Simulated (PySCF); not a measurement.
A geometry optimisation on `CCP(=O)(CC)CC`.

Method: PBE0-D3(BJ)/def2-SVP geometry optimisation, gas phase (PySCF 2.14.0). Start geometry: GFN2-xTB. The input is one job of a driver script: a line of settings, then coordinates in Å.

Command:
```bash
OMP_NUM_THREADS=1 python probes_run.py task.json out
```

Input:
```
{"job": {"xc": "PBE0", "basis": "def2-SVP", "d3": "d3bj", "grid": 1, "shake": 0.01, "kind": "geom"}, "charge": 0, "multiplicity": 1}
C      2.726850     0.499140     0.664610
C      1.787730    -0.205380    -0.317460
P      0.146850    -0.541240     0.483550
O      0.324520    -1.293600     1.741440
C     -0.799630    -1.445680    -0.811470
C     -2.207890    -1.714500    -0.299160
C     -0.649900     1.082680     0.765990
C     -0.839040     1.970690    -0.460890
H      2.703140     0.003640     1.632900
H      2.361020     1.541080     0.841480
H      3.718310     0.562120     0.293200
H      1.672650     0.358900    -1.235220
H      2.182180    -1.171520    -0.569100
H     -0.823520    -0.888510    -1.735720
H     -0.264750    -2.390570    -0.953320
H     -2.796420    -0.792660    -0.256130
H     -2.711640    -2.423580    -0.941850
H     -2.158780    -2.126430     0.715080
H     -0.060250     1.581660     1.529220
H     -1.642040     0.848320     1.239340
H     -1.377230     2.887490    -0.182310
H      0.108330     2.207590    -0.913370
H     -1.452810     1.473910    -1.227970
```

Output:
```
step   0  E = -653.46070664  max force = 0.038018
step   1  E = -653.46699218  max force = 0.007604
step   2  E = -653.46731274  max force = 0.001500
step   3  E = -653.46735123  max force = 0.000421
step   4  E = -653.46736587  max force = 0.000876
step   5  E = -653.46737375  max force = 0.000805
step   6  E = -653.46738037  max force = 0.000551
step   7  E = -653.46738744  max force = 0.000272
optimisation converged
```

Energies in Eh; «max force» is the largest Cartesian gradient component in Eh/bohr.

**Question.** Give the first gradient maximum in eV/Å.

**Answer.** With 1 Eh/bohr = 51.422 eV/Å, 1.955 eV/Å.

**Question.** How much energy does the optimisation release, in kcal/mol?

**Answer.** E(step 0) − E(last step) = 0.006681 Eh, which is 4.2 kcal/mol.

Summary of the converged run: final energy -653.46739 Eh after 7 steps; dipole 4.01 D.

**Question.** Where do the atoms end?

**Answer.** 0.083 Å rms from the input after alignment:
```
atom  x, y, z in Å
C1     2.5687    0.4160    0.4454
C2     1.5786   -0.2797   -0.4783
P3     0.0101   -0.6596    0.3773
O4     0.2057   -1.4325    1.6498
C5    -0.9980   -1.5540   -0.8563
C6    -2.3424   -1.9802   -0.2829
C7    -0.8259    0.9414    0.6672
C8    -1.1119    1.8137   -0.5448
H9     2.6722   -0.1520    1.3818
H10    2.2375    1.4333    0.7059
H11    3.5610    0.5008   -0.0224
H12    1.3783    0.3036   -1.3927
H13    1.9742   -1.2570   -0.8025
H14   -1.1064   -0.9487   -1.7717
H15   -0.3968   -2.4389   -1.1251
H16   -2.9954   -1.1149   -0.0888
H17   -2.8774   -2.6495   -0.9730
H18   -2.1941   -2.5087    0.6704
H19   -0.1940    1.4635    1.4048
H20   -1.7505    0.6816    1.2088
H21   -1.6148    2.7465   -0.2479
H22   -0.1888    2.0969   -1.0741
H23   -1.7687    1.3072   -1.2687
```

On Intel Xeon Platinum 8488C, one thread, shared host with 96 logical CPUs at a one-minute load of 50, this took 2.3 min of wall time and 0.88 GiB of memory at its peak.
Labels such as C1 count atoms from 1, the log's own numbers from 0.
